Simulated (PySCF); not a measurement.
Molfile (atoms numbered from 1):
```
C2H3NOSi
     RDKit          3D

  8  7  0  0  0  0  0  0  0  0999 V2000
    2.2762    1.5408   -0.6139 N   0  0  0  0  0  0  0  0  0  0  0  0
    1.5401    0.7083   -0.3358 C   0  0  0  0  0  0  0  0  0  0  0  0
    0.3391   -0.6476    0.1182 Si  0  0  0  0  0  4  0  0  0  0  0  0
   -1.3760    0.2263    0.1105 C   0  0  0  0  0  0  0  0  0  0  0  0
   -2.1836    0.1011    0.9928 O   0  0  0  0  0  0  0  0  0  0  0  0
    0.3662   -1.6237   -0.9709 H   0  0  0  0  0  0  0  0  0  0  0  0
    0.6689   -1.1582    1.4421 H   0  0  0  0  0  0  0  0  0  0  0  0
   -1.6218    0.8623   -0.7677 H   0  0  0  0  0  0  0  0  0  0  0  0
  1  2  3  0
  2  3  1  0
  3  4  1  0
  4  5  2  0
  3  6  1  0
  3  7  1  0
  4  8  1  0
M  END
```

- geometry from GFN2-xTB
- PBE0/pcSseg-1 with gauge-including orbitals
- code: PySCF
- isolated molecule, averaged over atoms made equivalent by symmetry, fast rotation or ring inversion, one computed conformer, relativity neglected

Chemical shifts δ = σref − σ; TMS for 13C (186.93 ppm), 1H (31.72 ppm), 29Si (349.16 ppm); 15N (267.73 ppm) against NH3; 17O (336.08 ppm) vs H2O, all at this level.

```json
{"atoms": "C4", "nucleus": "13C", "count": "1", "Hirshfeld charge": "0.06", "δ (ppm)": "235.5"}
{"atoms": "H6/H7", "nucleus": "1H", "count": "2", "Hirshfeld charge": "-0.05", "δ (ppm)": "4.39"}
{"atoms": "H8", "nucleus": "1H", "count": "1", "Hirshfeld charge": "0.05", "δ (ppm)": "?"}
{"atoms": "Si3", "nucleus": "29Si", "count": "1", "Hirshfeld charge": "0.40", "δ (ppm)": "-90.9"}
{"atoms": "N1", "nucleus": "15N", "count": "1", "Hirshfeld charge": "-0.19", "δ (ppm)": "374.5"}
{"atoms": "C2", "nucleus": "13C", "count": "1", "Hirshfeld charge": "-0.03", "δ (ppm)": "120.1"}
{"atoms": "O5", "nucleus": "17O", "count": "1", "Hirshfeld charge": "-0.19", "δ (ppm)": "?"}
```

Q: Fill in the missing shifts.

A: 
- H8: 12.01 ppm, hydrogen on a carbonyl carbon
- O5: 962.3 ppm, carbonyl oxygen

Shifts are as computed. Against solution values, carbons near 30 ppm lie about +3 ppm off and those near 130 ppm about +5 ppm. Of 1309 compounds with measured shifts, 239 miss one by over three times the rms of a fit or turn the order of signals round; such compounds aren't used in these exercises. Unscaled 17O shifts of doubly bonded oxygen tend to come out too high, by tens of ppm or more. Experimental scales use liquid or dissolved standards, which lie at an offset from isolated NH3 (liquid NH3: subtract about 20 ppm) and H2O (liquid H2O: subtract about 36 ppm). Unscaled 15N shifts of sp2 nitrogen come out 20 to 40 ppm too high even then.
